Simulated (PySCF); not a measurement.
B(F)2(OAc) (C2H3BF2O2), SMILES CC(=O)OB(F)F.

Coordinates come from a ωB97X-D3(BJ)/def2-SVP optimisation. The values are those of a single conformer.

Vertical ionisation energy (IE) and electron affinity (EA) in eV. Rows of orbital energies are one-electron estimates. Where ΔSCF, EOM or ADC give a negative EA the extra electron is unbound and the value depends on the basis.

```json
[
 {"level": "−ε(HOMO), −ε(LUMO), HF/def2-TZVP (PySCF)", "IE": "12.98", "EA": "-2.93"},
 {"level": "−ε(HOMO), −ε(LUMO), PBE/def2-TZVP (PySCF)", "IE": "6.95", "EA": "1.83"}
]
```
